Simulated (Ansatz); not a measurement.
Ansatz (an electronic-structure program) input (B3LYP-D3(BJ)/def2-TZVP):

Ansatz 0.2 input:
```yaml
crystal:
  periodic: [false, false, false]
  atoms:
    - {symbol: Si, position_ang: [0.03868545, -0.01189209, -0.86350496]}
    - {symbol: C, position_ang: [-0.07790281, 0.05752358, 0.85304412]}
basis:
  gaussian:
    orbitals: def2-TZVP
hamiltonian:
  xc: b3lyp
  dispersion: d3bj
magnetization: {spin_polarized: true, initial_magnetization: 2}
relax: {f_tol: 0.002, max_steps: 150}
```

Output:

```
Functional definition: B3LYP
integrals: 0.01 GiB planned
441 factors; their error is unknown
mean field: 0.16 GiB planned
mean field evaluation 1: about -8901.2193 eV, gradient 3.6e1 eV
mean field evaluation 2: about -8858.0832 eV, gradient 7.2e1 eV
mean field evaluation 4: about -8909.1781 eV, gradient 3.5e0 eV
mean field evaluation 8: about -8909.2782 eV, gradient 9.0e-2 eV
mean field evaluation 16: about -8909.3073 eV, gradient 1.5e-4 eV
mean field -8909.30728467 eV, -327.4110037664 hartree, gradient 1.4e-5 eV, S^2 2.031706; 1 other end points of the search recorded, 0 dependent functions left out
the calculation of the forces begins
reference -8909.30745604 eV, -327.4110100639 hartree; 11, 9 occupied and 57, 59 virtual orbitals, 441 factors
relax step   1: F+E_penalty+E_count = -8909.36943373 eV  Δ(F+E_penalty+E_count) = +0.000e0 eV  max|allowed force component| = 2.403e-1 eV/Å  Δτ_max = 0.0000 Å  (67 SCF iters, accepted)
these checks for a lower state are left out or cut short: starts, cluster_reference, orbital_swaps, neighbouring_geometries, increment
integrals: 0.01 GiB planned
441 factors; their error is unknown
mean field: 0.16 GiB planned
mean field evaluation 32: about -8909.3080 eV, gradient 4.8e-4 eV
mean field -8909.30803882 eV, -327.4110314808 hartree, gradient 1.9e-5 eV, S^2 2.030981; 0 other end points of the search recorded, 0 dependent functions left out
the calculation of the forces begins
reference -8909.30821011 eV, -327.4110377754 hartree; 11, 9 occupied and 57, 59 virtual orbitals, 441 factors
relax step   2: F+E_penalty+E_count = -8909.37019189 eV  Δ(F+E_penalty+E_count) = -7.582e-4 eV  max|allowed force component| = 1.194e-1 eV/Å  Δτ_max = 0.0021 Å  (56 SCF iters, accepted)
these checks for a lower state are left out or cut short: starts, cluster_reference, orbital_swaps, neighbouring_geometries, increment
integrals: 0.01 GiB planned
441 factors; their error is unknown
mean field: 0.16 GiB planned
mean field -8909.30827879 eV, -327.4110402993 hartree, gradient 2.0e-5 eV, S^2 2.030295; 0 other end points of the search recorded, 0 dependent functions left out
the calculation of the forces begins
reference -8909.30845000 eV, -327.4110465912 hartree; 11, 9 occupied and 57, 59 virtual orbitals, 441 factors
relax step   3: F+E_penalty+E_count = -8909.37043576 eV  Δ(F+E_penalty+E_count) = -2.439e-4 eV  max|allowed force component| = 1.729e-3 eV/Å  Δτ_max = 0.0021 Å  (59 SCF iters, accepted)
integrals: 0.01 GiB planned
441 factors; their error is unknown
mean field: 0.16 GiB planned
mean field evaluation 64: about -8909.3083 eV, gradient 1.1e-4 eV
mean field -8909.30827879 eV, -327.4110402993 hartree, gradient 1.7e-5 eV, S^2 2.030295; 2 other end points of the search recorded, 0 dependent functions left out
the calculation of the forces begins
reference -8909.30845000 eV, -327.4110465912 hartree; 11, 9 occupied and 57, 59 virtual orbitals, 441 factors
Total energy: -8909.37060696 eV, -327.4133308176 hartree
Atom 0 at     0.038404    -0.011725    -0.859362 Å, force     0.000118    -0.000070    -0.001733 eV/Å
Atom 1 at    -0.077621     0.057356     0.848901 Å, force    -0.000118     0.000070     0.001733 eV/Å
Dipole moment:     0.024460    -0.014563    -0.360123 e Å
```
